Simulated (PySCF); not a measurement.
Isomers of C5H12F2Si2, one GFN2-xTB conformer each. Single-point energies are computed at PBE0/pcSseg-1 (PySCF, gas phase, no added dispersion term), electronic only.

| SMILES | GFN2-xTB relative energy (kJ/mol) |
| --- | --- |
| C/C(F)=C(\CF)[SiH2]C[SiH3] | 41.4 |
| C[Si@@H]1C[C@H](C(F)F)C[SiH2]1 | 0.0 |

Conformers: `[CH3:1]/[C:2]([F:3])=[C:4](\[CH2:5][F:6])[SiH2:7][CH2:8][SiH3:9]` with C2–C4–C5–F6 146°, C2–C4–Si7–C8 -82°, C4–Si7–C8–Si9 -179°; `[CH3:1][Si@@H:2]1[CH2:3][C@H:4]([CH:5]([F:6])[F:7])[CH2:8][SiH2:9]1` with C3–C4–C5–F6 174°, C1–Si2–C3–C4 -149°, Si2–C3–C4–C5 175°, C3–C4–C8–Si9 -53°, C4–C8–Si9–Si2 27°.

What does PBE0/pcSseg-1 give for the same structures?

```tsv
SMILES	PBE0/pcSseg-1 E (Eh)	PBE0/pcSseg-1 (kJ/mol)	GFN2-xTB (kJ/mol)	point group
C[Si@@H]1C[C@H](C(F)F)C[SiH2]1	-975.71731	0.0	0.0	C1
C/C(F)=C(\CF)[SiH2]C[SiH3]	-975.66912	126.5	41.4	C1
```

Both levels put the same isomer lowest. As drawn, the lower has two fluorines on one carbon and an Si–Si bond, which the higher lacks; the higher has a C=C bond outside aromatic rings, which the lower lacks.

Which frontier levels, dipoles and rotational constants go with these structures?

| SMILES | HOMO (eV, PBE0/pcSseg-1) | LUMO (eV) | dipole (D) | A, B, C (MHz) |
| --- | --- | --- | --- | --- |
| C[Si@@H]1C[C@H](C(F)F)C[SiH2]1 | -7.80 | -0.05 | 2.25 | 1944, 658.5, 558.7 |
| C/C(F)=C(\CF)[SiH2]C[SiH3] | -7.30 | -0.27 | 3.01 | 1576, 606.9, 479.5 |
